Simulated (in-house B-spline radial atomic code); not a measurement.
Values are calculated unless marked as measured or tabulated.
# Weak and strong correlation along the adiabatic connection

Two-electron singlets in several external potentials (atomic units), by full CI in B-splines with partial waves to l = 8 (correlation energies up to 0.6 % small). The repulsion is scaled by λ at fixed density; W(λ) is the mean repulsion less the Hartree energy, W(0) = E_x, and the area under W from 0 to 1 is E_xc.

Relative drop (W(λ) − E_x)/E_x:

| system | λ = 0.12 | λ = 0.25 | λ = 0.4 | λ = 0.6 | λ = 0.8 | λ = 1 |
| --- | --- | --- | --- | --- | --- | --- |
| −Z/r, Z = 6.82, wall at 3.99 bohr | 0.0028 | 0.0057 | 0.0090 | 0.0134 | 0.0177 | 0.0219 |
| −Z/r, Z = 0.5, wall at 8 bohr | 0.0407 | 0.0758 | 0.1081 | 0.1416 | 0.1674 | 0.1880 |
| −Z/r, Z = 0.898, wall at 3.67 bohr | 0.0186 | 0.0369 | 0.0558 | 0.0780 | 0.0973 | 0.1142 |
| −Z exp(−kr)/r, Z = 2.03, k = 0.544 | 0.0126 | 0.0255 | 0.0394 | 0.0564 | 0.0719 | 0.0861 |
| empty sphere, radius 3.39 bohr | 0.0261 | 0.0510 | 0.0759 | 0.1041 | 0.1275 | 0.1472 |
| ω²r²/2 − Z/r, ω = 3.5, Z = -0.5 | 0.0088 | 0.0179 | 0.0280 | 0.0406 | 0.0524 | 0.0635 |
| −Z/r, Z = 1, wall at 2.8 bohr | 0.0149 | 0.0298 | 0.0455 | 0.0644 | 0.0813 | 0.0964 |

Order the systems by how far second-order (GL2) theory, half the initial slope (estimated from the first points of each curve), overshoots the correlation energy, least first.
A. −Z/r, Z = 6.82, wall at 3.99 bohr
B. −Z/r, Z = 1, wall at 2.8 bohr
C. −Z/r, Z = 0.5, wall at 8 bohr
D. −Z/r, Z = 0.898, wall at 3.67 bohr
E. empty sphere, radius 3.39 bohr
F. ω²r²/2 − Z/r, ω = 3.5, Z = -0.5
G. −Z exp(−kr)/r, Z = 2.03, k = 0.544

A (GL2/E_c = 1.04), F (GL2/E_c = 1.12), G (GL2/E_c = 1.17), B (GL2/E_c = 1.22), D (GL2/E_c = 1.28), E (GL2/E_c = 1.36), C (GL2/E_c = 1.64).

What else changes along this order?

The ratio follows the bend of the curve. With it the leading natural occupation goes from 1.999 to 1.876 and −T_c/E_c from 0.96 to 0.62 between the first and the last.
